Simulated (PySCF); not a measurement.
Si(OH)(OMe)(SeH)2, SMILES CO[Si](O)([SeH])[SeH], singlet at its CAM-B3LYP/def2-SVP optimised geometry (Å):

```
12

C      0.9866     1.2976     2.4258
O      1.2303     0.2905     1.4766
Si     0.5376     0.0748     0.0000
O      0.9037    -1.4450    -0.5044
Se    -1.7345     0.0748     0.0000
Se     1.4123     1.7464    -1.2860
H      1.2749     2.2935     2.0472
H      1.5826     1.0839     3.3244
H     -0.0781     1.3283     2.7131
H      1.8100    -1.7464    -0.3704
H     -1.8100     1.5413     0.0000
H      0.5336     1.4534    -2.4251
```

Method: CAM-B3LYP/def2-TZVP in PySCF. Cells within 0.4 Å of a nucleus heavier than hydrogen are left out (blank, or x).

Map of the deformation density (molecule minus spherical neutral atoms) (e/bohr³) on the plane z = 0.0 Å:

```
|222222222222222222222222222|
|222222222222222222222222222|
|222222222222222222222222222|
|222222222222222222222222222|
|222222222222222222222222222|
|222222222222222222222222222|
|222222111222222222222222222|
|222222111222222222212222222|
|222222395222222222212222222|
|222223697322212232222222222|
|222222465222211222222222222|
|222211221134321221122222222|
|2222223xx24653xx10112222222|
|2222243xx25753xxx0012222222|
|2222345x3345311x20012222222|
|222223432122212453212222222|
|222222221112113774221222222|
|222222221112224773321122222|
|222222222222224664420122222|
|222222222222223443310122222|
|222222222222223322200122222|
|222222222222222222111222222|
|222222222222222222222222222|
|222222222222222222222222222|
|222222222222222222222222222|
|222222222222222222222222222|
|222222222222222222222222222|
```
Scale: ten equal steps from -0.023 (start of '0') to 0.059 (end of '9'), in the order '0123456789'; x runs from -4.00 to 4.00, y from -4.00 (bottom) to 4.00 (top).
